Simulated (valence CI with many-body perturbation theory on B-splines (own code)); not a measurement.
The numbers below are computed, except where a source is named.
## Ladder of approximations for Br28+

Method: relativistic CI+MBPT: five valence electrons over a frozen Dirac-Fock core [He], radial functions for each j: 9 s, 9 p, 8 d, 6 f, 3 g, 1 h, with the one-electron correlation potential Σ1, the two-electron term Σ2, the three-electron term Σ3, Breit, model QED; selected CI, second order for the rest (own B-spline code, finite nucleus).

The last digits are not significant, and no measured levels were compared; by estimate large intervals hold to a few tenths of a per cent, small ones and those within an open d or f shell to about a per cent. Among the levels kept, up to 1500 cm⁻¹ of a level comes from second order outside the variational space, and about a tenth of that is noise between levels of different J, which matters for small intervals.

Each rung adds one term. CI alone is the Dirac-Coulomb CI over the frozen core; QED comes last and gives the full result, which names the levels. Energies are above (2s^2 2p1/2^2 2p3/2) J=3/2 on the same rung, in eV.

Levels are named by their leading jj configuration (3d3/2^4 stands for four electrons in 3d with j = 3/2), which in mixed levels can hold well under half, so a name can repeat and another be missing. Letters in brackets count levels of one name in rising energy.

```
                             Level  CI alone    + Σ1    + Σ2    + Σ3  + Breit    Full
        (2s^2 2p1/2 2p3/2^2) J=3/2      42.6    42.7    42.6    42.6     41.9    42.0
        (2s^2 2p1/2 2p3/2^2) J=5/2      55.7    55.8    55.8    55.7     54.0    54.1
        (2s^2 2p1/2 2p3/2^2) J=1/2      70.6    70.6    70.7    70.7     70.0    70.1
              (2s^2 2p3/2^3) J=3/2     112.0   112.0   112.1   112.1    110.0   110.2
        (2s 2p1/2^2 2p3/2^2) J=5/2     163.7   163.5   163.4   163.3    163.0   161.9
        (2s 2p1/2^2 2p3/2^2) J=3/2     192.6   192.5   192.3   192.3    191.9   190.8
        (2s 2p1/2^2 2p3/2^2) J=1/2     194.0   193.9   193.7   193.7    193.8   192.7
      (2s 2p1/2 2p3/2^3) J=3/2 [a]     228.8   228.6   228.4   228.3    227.8   226.8
          (2s 2p1/2 2p3/2^3) J=5/2     242.5   242.4   242.2   242.1    240.7   239.6
          (2s 2p1/2 2p3/2^3) J=1/2     260.7   260.6   260.4   260.2    259.8   258.7
      (2s 2p1/2 2p3/2^3) J=3/2 [b]     271.9   271.8   271.4   271.2    270.1   269.0
                (2s 2p3/2^4) J=1/2     318.4   318.3   318.0   317.8    316.3   315.3
           (2p1/2^2 2p3/2^3) J=3/2     406.3   406.0   405.4   405.2    405.5   403.2
             (2p1/2 2p3/2^4) J=1/2     457.7   457.4   456.9   456.7    455.9   453.7
           (2s^2 2p1/2^2 3s) J=1/2    1766.2  1766.4  1766.5  1766.4   1765.5  1765.8
        (2s^2 2p1/2^2 3p1/2) J=1/2    1803.1  1803.3  1803.4  1803.3   1802.8  1802.7
   (2s^2 2p1/2 2p3/2 3s) J=3/2 [a]    1808.1  1808.4  1808.5  1808.4   1806.3  1806.7
       (2s^2 2p1/2 2p3/2 3s) J=1/2    1812.7  1813.0  1813.1  1813.0   1810.9  1811.3
       (2s^2 2p1/2 2p3/2 3s) J=5/2    1819.0  1819.2  1819.3  1819.2   1816.3  1816.7
   (2s^2 2p1/2 2p3/2 3s) J=3/2 [b]    1822.6  1822.9  1822.9  1822.8   1820.1  1820.5
        (2s^2 2p1/2^2 3p3/2) J=3/2    1822.1  1822.4  1822.4  1822.3   1821.4  1821.3
    (2s^2 2p1/2 2p3/2 3p1/2) J=1/2    1844.8  1845.0  1845.0  1844.9   1843.3  1843.4
(2s^2 2p1/2 2p3/2 3p1/2) J=3/2 [a]    1849.2  1849.4  1849.4  1849.3   1847.5  1847.5
    (2s^2 2p1/2 2p3/2 3p1/2) J=5/2    1856.9  1857.1  1857.1  1857.0   1854.5  1854.5
(2s^2 2p1/2 2p3/2 3p3/2) J=5/2 [a]    1861.0  1861.3  1861.3  1861.2   1859.1  1859.2
(2s^2 2p1/2 2p3/2 3p3/2) J=1/2 [a]    1863.4  1863.6  1863.7  1863.5   1861.4  1861.4
        (2s^2 2p1/2^2 3d3/2) J=3/2    1862.4  1862.7  1862.7  1862.6   1861.6  1861.6
(2s^2 2p1/2 2p3/2 3p3/2) J=3/2 [a]    1866.1  1866.4  1866.4  1866.3   1864.1  1864.2
           (2s^2 2p3/2^2 3s) J=5/2    1869.3  1869.6  1869.7  1869.6   1865.9  1866.4
(2s^2 2p1/2 2p3/2 3p1/2) J=3/2 [b]    1870.1  1870.4  1870.4  1870.2   1868.0  1868.0
    (2s^2 2p1/2 2p3/2 3p3/2) J=7/2    1871.9  1872.2  1872.2  1872.1   1869.1  1869.2
```

How does the ionisation energy move along the ladder, and which term matters most?

CI alone 3169.0, + Σ1 3169.3, + Σ2 3169.4, + Σ3 3169.2, + Breit 3168.0, + QED 3168.0 eV. The largest step is Breit, -1.2 eV. NIST lists 3169 ± 24 eV (semi-empirical).
